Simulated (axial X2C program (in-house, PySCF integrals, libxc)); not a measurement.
Bond lengths and stretching modes, held linear, of HTiH⁻

Calculated with an axial X2C code built on PySCF integrals: two-component X2C with atomic mean-field Coulomb and Gaunt terms, Gaussian nuclei, basis H dyall-v3z, Ti dyall-v3z with contracted cores. Spin-free rows use the one-electron spin-free X2C Hamiltonian.

Masses H 1.008, Ti 47.948, H 1.008 u. States: 2c Ω = 3/2 (beyond evenly filled blocks: ω = 1/2, ω = -3/2, ω = 5/2); spin-free M_S = 3/2, Λ = 0 (beyond evenly filled blocks: σα, δ+α, δ-α).

PBE, 2c: energies above the lowest point

| r(H–Ti) (Å) | r(Ti–H) (Å) | E (meV) |
| --- | --- | --- |
| 1.8769 | 1.8769 | 12.53 |
| 1.8769 | 1.9250 | 5.49 |
| 1.8769 | 1.9731 | 11.03 |
| 1.9250 | 1.8769 | 5.49 |
| 1.9250 | 1.9250 | 0.00 |
| 1.9250 | 1.9731 | 7.01 |
| 1.9250 | 2.0213 | 24.46 |
| 1.9731 | 1.8769 | 11.03 |
| 1.9731 | 1.9250 | 7.01 |
| 1.9731 | 1.9731 | 15.41 |
| 2.0213 | 1.9250 | 24.46 |
| 2.0213 | 2.0213 | 54.20 |

**Question.** Fit a quadratic surface with cubic terms in each bond: where is the minimum, and what are the two stretching wavenumbers?

**Answer.** At PBE, 2c: bonds 1.921 and 1.921 Å; harmonic stretches 1167.4 and 1277.5 cm⁻¹; force constants 0.873, 0.873 and coupling 0.10 mdyn/Å.

The other levels and Hamiltonians give:

| Hamiltonian | level | r(H–Ti) (Å) | r(Ti–H) (Å) | lower stretch (cm⁻¹) | upper stretch (cm⁻¹) |
| --- | --- | --- | --- | --- | --- |
| 2c | PBE0 | 1.924 | 1.924 | 1182.9 | 1290.4 |
| 2c | HF | 1.966 | 1.966 | 1158.0 | 1258.7 |
| 2c | MP2 | 1.909 | 1.909 | 1208.3 | 1331.2 |
| spin-free | PBE0 | 1.923 | 1.923 | 1183.7 | 1290.9 |
| spin-free | HF | 1.965 | 1.965 | 1158.9 | 1259.3 |
| spin-free | PBE | 1.921 | 1.921 | 1168.0 | 1277.9 |
| spin-free | MP2 | 1.909 | 1.909 | 1210.9 | 1333.3 |

Each state is one determinant, the lowest of a limited PBE0 search; the stretches come from a fit to these few points and carry an uncertainty of a few per cent. Other orders of the atoms were not compared. MP2 freezes inner shells (threshold -2 hartree). For an anion the highest level of a functional can be positive, and the basis then holds the extra electron. The molecule was held linear; bending was not examined, so a bent shape may lie lower. Note: several unpaired electrons, one determinant need not be a pure state.
